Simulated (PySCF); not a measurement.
Ga(Me)(NH2)2, CH7GaN2, SMILES [CH3][Ga]([NH2])[NH2], CAM-B3LYP/def2-SVP optimised geometry.

```
11

Ga    -0.20    -0.01     0.00
C     -1.24    -1.67    -0.01
H     -1.49    -1.96    -1.04
H     -2.19    -1.56     0.54
H     -0.68    -2.50     0.44
N     -1.00     1.62     0.00
H     -2.00     1.76     0.00
H     -0.50     2.50    -0.01
N      1.61    -0.01     0.00
H      2.19     0.82    -0.01
H      2.18    -0.86     0.02
```

Density from PySCF with CAM-B3LYP/def2-TZVP at that geometry.

Minimum of the electron density along straight lines between bonded atoms, close to the bond critical point (lines longer than 1.1 times the sum of covalent radii, or with two minima, are not listed):

```
bond    length / Å  ρ at the minimum / e bohr⁻³  ∇²ρ there / e bohr⁻⁵  position (fraction from the first atom)
------  ----------  ---------------------------  --------------------  ---------------------------------------
Ga1–C2       1.958                   (withheld)                  0.20                                     0.48
C2–H3        1.101                        0.267                 -0.87                                     0.64
C2–H4        1.100                        0.268                 -0.88                                     0.64
C2–H5        1.099                        0.268                 -0.88                                     0.64
Ga1–N6       1.816                        0.134                  0.59                                     0.48
N6–H7        1.012                        0.333                 -1.59                                     0.73
N6–H8        1.012                        0.332                 -1.59                                     0.73
Ga1–N9       1.816                        0.134                  0.59                                     0.48
N9–H10       1.012                        0.332                 -1.59                                     0.73
N9–H11       1.012                        0.333                 -1.59                                     0.73
```

Q: Fill in the missing entries.

A: 
- Ga1–C2, ρ at the minimum / e bohr⁻³: 0.117
